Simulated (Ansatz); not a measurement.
Geometry optimisation, RKS PBE/def2-SVP in Ansatz 0.2.0.

Input:

```yaml
crystal:
  periodic: [false, false, false]
  atoms:
    - { symbol: W, position_ang: [0.0, 0.0, 0.0] }
    - { symbol: Cl, position_ang: [0.0, 0.0, 2.39] }
    - { symbol: O, position_ang: [1.94, 0.0, 0.0] }
    - { symbol: H, position_ang: [2.2771, -0.9519, -0.0197] }
    - { symbol: H, position_ang: [0.0, 1.72, 0.0] }
    - { symbol: H, position_ang: [-1.72, 0.0, 0.0] }
    - { symbol: F, position_ang: [0.0, -1.85, 0.0] }
    - { symbol: H, position_ang: [0.0, 0.0, -1.72] }
basis:
  gaussian: { orbitals: def2-SVP }
hamiltonian:
  xc: pbe
relax:
  f_tol: 0.02
  max_steps: 40
output:
  orbitals: {}
```

Run as:

```bash
$ ansatz run input.yaml --threads 1 --pin off --max-ram 2048MiB --backend cpu --events-out ev --progress --plain --runs-dir out
```

Where does it end, and by what steps?

The forces met the threshold. After 10 steps the energy has fallen by 2.788 eV; F7 moved furthest, 0.62 Å.

| step | energy less start (eV) | largest force component (eV/Å) | accepted |
| --- | --- | --- | --- |
| 0 | 0.0000 | 3.111 | yes |
| 1 | -1.1150 | 1.219 | yes |
| 2 | -1.6526 | 2.932 | yes |
| 3 | -2.1879 | 1.297 | yes |
| 4 | -2.5334 | 0.513 | yes |
| 5 | -2.6420 | 1.213 | yes |
| 6 | -2.6686 | 1.827 | yes |
| 7 | -2.7684 | 0.613 | yes |
| 8 | -2.7815 | 0.286 | yes |
| 9 | -2.7868 | 0.109 | yes |
| 10 | -2.7875 | 0.018 | yes |

```xyz
8
Properties=species:S:1:pos:R:3
W 0.185 -0.378 0.275
Cl -0.199 0.340 2.427
O 1.941 -0.013 -0.410
H 2.590 -0.546 0.107
H -0.009 1.267 -0.046
H -1.340 0.175 -0.159
F -0.534 -2.052 -0.247
H -0.135 0.125 -1.297
```

Whether the end is a true minimum wasn't checked by a vibrational analysis.

Run time: 51 s on 1 thread of Arm Neoverse V2 (shared host), peak memory 0.15 GiB.
